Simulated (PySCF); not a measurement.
HO3S, SMILES O=[S](=O)O (connectivity only; charge and spin as stated), charge -1, multiplicity 1.

Geometry optimised at PBE0-D3(BJ)/def2-SVPD. The multiplicity is an assumed one; other spin states were not compared. The isomer is the one that the SMILES or the coordinates give; other isomers of the formula were not compared. One conformer was computed; it need not be the lowest.

Level of theory: SMD-M06-2X/def2-SVPD (PySCF).

Solvation free energies are E(SMD) − E(gas) at the gas-phase geometry, for 1 M in both phases.

Question: Rank water, ethanol, n-hexane by solvation free energy, most negative first.

Answer: water (-67.5 kcal/mol), ethanol (-62.3 kcal/mol), n-hexane (-27.0 kcal/mol)
